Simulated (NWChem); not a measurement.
# C4H4ClF; SMILES C([C@H](F)Cl)=C=C

```xyz
10

C      0.4037    -3.0784     0.2784
C      0.0893    -1.8960    -0.1762
C     -0.2233    -0.7040    -0.6194
C     -0.4090     0.4612     0.2972
F     -1.6174     1.0583     0.0669
Cl     0.8825     1.7222     0.0058
H     -0.3601    -3.8014     0.5579
H      1.4417    -3.3854     0.3905
H     -0.3597    -0.5057    -1.6811
H     -0.3322     0.1931     1.3513
```
Atoms are numbered in this order, from 1.

Program: NWChem. Pople sets run with spherical d functions. Medium grid unless said otherwise, to which SCAN and Minnesota functionals are sensitive. Structure relaxed at the B3LYP/6-31G* (spherical d) level.

**Question.** Order these by “dipole (D)”, lowest first: BLYP/6-31G*; r2SCAN/6-31G*; B3LYP/6-31G*.

**Answer.** BLYP/6-31G* (2.65), B3LYP/6-31G* (2.80), r2SCAN/6-31G* (2.86)
